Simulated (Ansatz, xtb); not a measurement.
Two isomers of C6H4OS

We compare I, `C#CC1=CSCC1=O`, a singlet, with II, `C#Cc1sccc1O`, a singlet. Both are isolated molecules in the gas phase, relaxed with PBE-D3(BJ)/def2-SVP; the shapes shown needn't be the lowest conformers.

I (Å):

```xyz
12

C    -1.5486    1.8959   -1.6506
C    -0.3990    1.9626   -1.2296
C     0.9160    2.0292   -0.7056
C     2.0442    2.3779   -1.4138
C     2.7252    1.8747    0.9920
C     1.2123    1.7148    0.7210
O     0.4225    1.3785    1.5849
S     3.5539    2.3892   -0.5528
H    -2.5615    1.8357   -2.0229
H     2.0551    2.6479   -2.4796
H     3.1485    0.9134    1.3458
H     2.8888    2.6363    1.7804
```

II (Å):

```xyz
12

C    -2.0842    0.5989   -0.9427
C    -1.0046    1.1793   -0.8347
C     0.2349    1.8134   -0.6323
C     2.3714    3.0966   -0.7444
C     2.2017    2.4923    0.4859
C     0.9809    1.7561    0.5573
O     0.6067    1.0835    1.6658
S     1.0656    2.7888   -1.8345
H    -3.0341    0.0964   -1.0574
H     3.2124    3.7190   -1.0736
H     2.9120    2.5608    1.3195
H    -0.2575    0.6609    1.4763
```

Quicker runs give these differences E(II) − E(I): GFN2-xTB −3.8 kcal/mol; HF/STO-3G +2.2 kcal/mol (at GFN2-xTB geometries); r2SCAN-D4/def2-SVP −2.3 kcal/mol (at GFN2-xTB geometries).

Q: Which of the two would you expect CCSD(T)/def2-SVP + ΔMP2/def2-TZVPP electronic energies to favour?

A: Not settled: CCSD(T)/def2-SVP + ΔMP2/def2-TZVPP gives E(II) − E(I) = −3.4 kcal/mol, but this leans on the basis-set step: CCSD(T) alone gives −0.1 kcal/mol.

How the difference moves with the method:

| level | geometry | E(II) − E(I) (kcal/mol) | departure from the last row (kcal/mol) | job, with rough time for the two |
| --- | --- | --- | --- | --- |
| GFN2-xTB | GFN2-xTB | −3.8 | −0.4 | optimisation, 0.14 s |
| HF/STO-3G | GFN2-xTB | +2.2 | +5.5 | single point, 0.28 s |
| r2SCAN-D4/def2-SVP | GFN2-xTB | −2.3 | +1.1 | single point, 1.8 s |
| PBE-D3(BJ)/def2-SVP | PBE-D3(BJ)/def2-SVP | −1.9 | +1.5 | optimisation, 9.3 s |
| HF/def2-SVP | PBE-D3(BJ)/def2-SVP | +2.1 | +5.5 | part of the CCSD(T) run |
| MP2/def2-SVP | PBE-D3(BJ)/def2-SVP | −3.7 | −0.3 | part of the CCSD(T) run |
| CCSD(T)/def2-SVP | PBE-D3(BJ)/def2-SVP | −0.1 | +3.3 | single point |
| CCSD(T)/def2-SVP + ΔMP2/def2-TZVPP | PBE-D3(BJ)/def2-SVP | −3.4 |  | single point, 23 s |

As drawn, II has 2 C∷S, 3 C∷C, 1 C–O, 1 O–H in place of 2 C–C, 1 C=C, 2 C–S, 1 C=O, 1 C–H (∷ is an aromatic bond). Structure I has a 5-membered ring, II a 5-membered ring (with an aromatic ring).

HF/STO-3G, HF/def2-SVP put the two in the other order. CCSD(T)/def2-SVP finds them nearly level. The largest departure from CCSD(T)/def2-SVP + ΔMP2/def2-TZVPP is that of HF/STO-3G, 5.5 kcal/mol. The last row adds to CCSD(T) the change of the MP2 difference between the two basis sets, here −3.3 kcal/mol, a large step that makes the value less sure.

With thermal terms from frequencies at re-optimised GFN2-xTB minima (ideal gas, soft modes damped towards free rotors, one conformer each, 298.15 K, 1 atm): the zero-point term adds +0.2 kcal/mol; ΔH is −3.2 and ΔG −3.0 kcal/mol.

The correlated steps freeze 12 core orbitals. Programs: Ansatz 0.2.0, xtb 6.7.1; the last row on 4 threads of Intel(R) Xeon(R) 6975P-C (Granite Rapids) on a shared host.
